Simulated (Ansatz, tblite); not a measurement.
Cost and result up the ladder for VBr2(PH3)2 (VP₂H₆Br₂) (11 atoms). The state is a quartet with charge 0. Geometry: r2SCAN-D4/def2-SVP.

```xyz
11

V    -0.851    0.629   -0.802
Br   -2.108    0.975    1.287
Br   -0.840    1.190   -3.134
P    -0.642   -1.729   -0.147
H     0.121   -2.707   -0.849
H    -1.859   -2.459   -0.073
H    -0.170   -2.018    1.163
P     1.181    1.347    0.361
H     1.487    0.761    1.619
H     1.194    2.705    0.776
H     2.488    1.306   -0.201
```

Ansatz on 4 threads of Intel Xeon 6975P-C on a shared host; xTB runs through tblite on one thread. Times are rough, summed over both states, and most runs start from the orbitals of an earlier one. PBE0-D4/def2-TZVP serves as the yardstick here, not as an exact answer. The other state is a triplet.

The xTB rows come from tblite.

Raw xTB energies of ions are shifted by several eV, and xTB has no spin-polarisation term.

| level | functions | vertical IE (eV) | difference from PBE0-D4/def2-TZVP (eV) |
| --- | --- | --- | --- |
| PBE0-D4/def2-TZVP (with forces) | 251 | 7.33 | 0.00 |
| PBE-D4/def2-TZVP | 251 | 6.85 | -0.48 |
| GFN2-xTB | 51 | 11.63 | 4.30 |
| r2SCAN-D4/def2-TZVP | 251 | 7.13 | -0.20 |
| GFN1-xTB | 57 | 11.52 | 4.19 |

(1) Estimate how long each takes.

Results:

(1) GFN1-xTB 0.026 s; GFN2-xTB 0.026 s; PBE-D4/def2-TZVP 7.7 s; r2SCAN-D4/def2-TZVP 20 s; PBE0-D4/def2-TZVP (with forces) 27 s. On shared hardware such times vary by a factor of up to 3.
